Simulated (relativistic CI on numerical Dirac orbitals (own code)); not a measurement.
What each ingredient does to the levels of Sr XII

Base calculation: Dirac-Coulomb-Breit CI, KLI orbitals optimised for each configuration, model QED, unscaled Slater integrals.

Configurations in the expansion (outside the closed core [Ne]): 3s2.3p6.3d9, 3s2.3p5.3d10, 3s.3p6.3d10, 3s2.3p6.3d8.4s, 3s2.3p6.3d8.4p, 3s2.3p6.3d8.4d, 3s2.3p6.3d7.4s2, 3s2.3p6.3d7.4s.4p, 3s2.3p6.3d8.4f, 3s2.3p6.3d8.5s, 3s2.3p6.3d7.4p2, 3s2.3p6.3d8.5p, 3s2.3p6.3d7.4s.4d, 3s2.3p5.3d9.4s, 3s2.3p6.3d8.5d, 3s2.3p6.3d7.4p.4d, 3s2.3p6.3d8.5f, 3s2.3p6.3d8.6s, 3s2.3p6.3d8.5g, 3s2.3p5.3d9.4p, 3s2.3p6.3d8.6p, 3s2.3p4.3d10.4s, 3s2.3p6.3d8.6d, 3s2.3p5.3d8.4s2, 3s2.3p6.3d7.4d2, 3s2.3p4.3d10.4p, 3s2.3p5.3d8.4s.4p, 3s2.3p5.3d9.4d, 3s2.3p5.3d8.4p2, 3s2.3p4.3d10.4d, 3s.3p6.3d9.4s, 3s2.3p5.3d8.4s.4d, 3s.3p5.3d10.4s, 3s.3p6.3d8.4s2, 3s2.3p5.3d9.4f, 3s.3p6.3d9.4p. Levels of other configurations are missing.

Variants: (1) Breit term removed; (2) non-relativistic limit. Shifts of the energy above 3s2.3p6.3d9 2D_5/2, in cm⁻¹, for the lowest level and the first level of each name with at least 55 % of one term (blank where a level changes its place among those of its configuration and J or its character, or is not in the variant):

```tsv
Level	Base	Δ(1)	Δ(2)
3s2.3p6.3d9 2D_5/2	0	0	0
3s2.3p6.3d9 2D_3/2	14594	+677	-14594
3s2.3p6.3d8.4s 4F_9/2	1095360	-142	+44507
3s2.3p6.3d8.4s 4F_7/2	1101677	-76	+38190
3s2.3p6.3d8.4s 4F_5/2	1110239	+259	+29628
3s2.3p5.3d10 2P°_3/2	1110392	+2138	-21492
3s2.3p6.3d8.4s 4F_3/2	1113841	+177	+26026
3s2.3p6.3d8.4s 2F_7/2	1114338	+173	+37562
3s2.3p6.3d8.4s 2F_5/2	1122489	-76	+29411
3s2.3p6.3d8.4s 4P_5/2	1135375	+2	
3s2.3p6.3d8.4s 4P_1/2	1147476	-160	+30947
3s2.3p6.3d8.4s 4P_3/2	1148165	+49	+30259
3s2.3p6.3d8.4s 2P_3/2	1158805	+321	+32166
3s2.3p6.3d8.4s 2P_1/2	1160236	-169	+30735
```

At this charge energies of transitions that change n are usually good to better than 1 %, and those within a shell (Δn = 0) to a few per cent.

Ionisation energy from the two ground configurations alone: base 362.458 eV. The NIST ASD value (theoretical) is 362 eV.

LS names give the leading component of a level, which can be under half, so a name can repeat, a term be missing and a line seem to break the LS rules.
